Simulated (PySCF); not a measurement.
Choosing a molecule for a target property.

All species are isolated and taken at one optimised geometry, non-relativistic unless stated; the electronic structure was computed with PySCF and density fitting.

Dipoles, sizes and rotational constants follow the conformer. The torsions of the flexible species, by atom-mapped SMILES:
- `[CH2:1]=[CH:2][P@@H:3](=[O:4])/[CH:5]=[CH:6]\[CH3:7]`: C1–C2–P3–O4 -2°, C2–P3–C5–C6 67°
- `[CH:1]#[C:2][P@@:3]([CH3:4])(=[O:5])[CH2:6][CH3:7]`: C2–P3–C6–C7 180°
- `[CH3:1][O:2][C@H:3]1[CH2:4][C:5]12[CH2:6][CH2:7]2`: C1–O2–C3–C4 82°
- `[CH3:1][S:2][c:3]1[cH:4][n:5]([CH3:6])[cH:7][nH+:8]1`: C1–S2–C3–C4 0°
- `[CH2:1]=[CH:2][C@@H:3]1[CH2:4][CH2:5][P@H:6]1=[O:7]`: C1–C2–C3–C4 128°
- `[CH2:1]=[CH:2][C:3](=[CH2:4])[CH2:5][O:6][CH3:7]`: C1–C2–C3–C4 180°, C2–C3–C5–O6 180°, C3–C5–O6–C7 180°

The conformers of `O=C1CCCCC1` aren't listed.

Question: Wanted: HOMO–LUMO gap below 11 eV (wB97X-D/def2-SVPD) and smallest rotational constant below 1 GHz (GFN2-xTB), at GFN2-xTB geometries. Which candidate meets both?
A. `C=C[P@@H](=O)/C=C\C`
B. `C#C[P@@](C)(=O)CC`
C. `C#Cc1cc(F)cc[o+]1`
D. `C1C2(C1)[C@H](C2)OC`

Answer: C. Computed values:
```
            species  HOMO–LUMO gap  smallest rotational constant
  C#Cc1cc(F)cc[o+]1        8.31 eV                     0.899 GHz
C=C[P@@H](=O)/C=C\C       10.51 eV                     1.177 GHz
  C#C[P@@](C)(=O)CC       11.22 eV                     1.438 GHz
C1C2(C1)[C@H](C2)OC       11.48 eV                     1.506 GHz
```

Question: Wanted: lowest triplet excitation (Tamm–Dancoff) above 4.5 eV (TDA wB97X-D/def2-SVPD) and HOMO energy above -13 eV (wB97X-D/def2-SVPD), at GFN2-xTB geometries. Which candidate meets both?
A. `CSc1cn(C)c[nH+]1`
B. `C1(=O)CCCCC1`
C. `[C@@H]1([P@@H](CC1)=O)C=C`
D. `C=CC(=C)COC`
E. `O=[P@H](C=C)/C=C\C`
F. `C#CC1=[O+]C=CC(F)=C1`

Answer: C. Computed values:
```csv
species,lowest triplet excitation (Tamm–Dancoff),HOMO energy
C#CC1=[O+]C=CC(F)=C1,3.09 eV,-14.53 eV
C=CC(=C)COC,3.40 eV,-8.54 eV
C1(=O)CCCCC1,3.83 eV,-8.92 eV
CSc1cn(C)c[nH+]1,3.97 eV,-12.29 eV
O=[P@H](C=C)/C=C\C,4.32 eV,-9.67 eV
[C@@H]1([P@@H](CC1)=O)C=C,4.59 eV,-9.46 eV
```

Question: Wanted: lowest singlet excitation between 5.6 eV and 6.6 eV (TDDFT wB97X-D/def2-SVPD) and electronic spatial extent ⟨r²⟩ about the centre of nuclear charge above 1000 bohr² (wB97X-D/def2-SVPD), at GFN2-xTB geometries. Which candidate meets both?
A. `CSc1cn(C)c[nH+]1`
B. `C=C[C@@H]1CC[P@H]1=O`
C. `C=C[P@@H](=O)/C=C\C`
D. `CO[C@H]1CC12CC2`
E. `C#C[P@@](C)(=O)CC`

Answer: C. Computed values:
```csv
species,lowest singlet excitation,electronic spatial extent ⟨r²⟩ about the centre of nuclear charge
CSc1cn(C)c[nH+]1,5.10 eV,1310 bohr²
C=C[P@@H](=O)/C=C\C,6.02 eV,1058 bohr²
C#C[P@@](C)(=O)CC,6.24 eV,981 bohr²
C=C[C@@H]1CC[P@H]1=O,7.02 eV,918 bohr²
CO[C@H]1CC12CC2,7.35 eV,872 bohr²
```
